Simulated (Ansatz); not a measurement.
```yaml
crystal:
  periodic: [false, false, false]
  atoms:
    - {symbol: C, position_ang: [-0.729877, 0.661285, -0.662472]}
    - {symbol: C, position_ang: [-0.564675, -0.583119, 0.215177]}
    - {symbol: B, position_ang: [0.727398, -0.582732, 1.452107]}
    - {symbol: B, position_ang: [1.182856, 0.153734, -0.224220]}
    - {symbol: H, position_ang: [-1.138596, 0.425408, -1.746131]}
    - {symbol: H, position_ang: [-1.229318, 1.046843, 0.079839]}
    - {symbol: H, position_ang: [0.083529, 1.043838, -0.231145]}
    - {symbol: H, position_ang: [-1.008481, -1.526175, 0.078097]}
    - {symbol: H, position_ang: [1.227957, -0.917766, 2.491526]}
    - {symbol: H, position_ang: [1.643437, -0.073826, -1.082511]}
basis:
  gaussian: {orbitals: STO-3G, final_grid: {core_spheres: 20, valence_spheres: 16, degree: 47}}
magnetization: {spin_polarized: true, initial_magnetization: 3}
hamiltonian: {xc: {name: PBE-QIDH}}
output: {forces: true}
```

```sh
$ ansatz run in.yaml --threads 2 --pin off --events-out ev --progress --plain --max-ram 4352MiB
```

Shortened log:

```
Error: a molecule whose nuclei and cores have a total charge of 28 cannot have a net charge of 0 together with 3 unpaired electrons
```

**Question.** What is wrong with this run?

**Answer.** The number of unpaired electrons doesn't fit the electron count. The program refused the input.
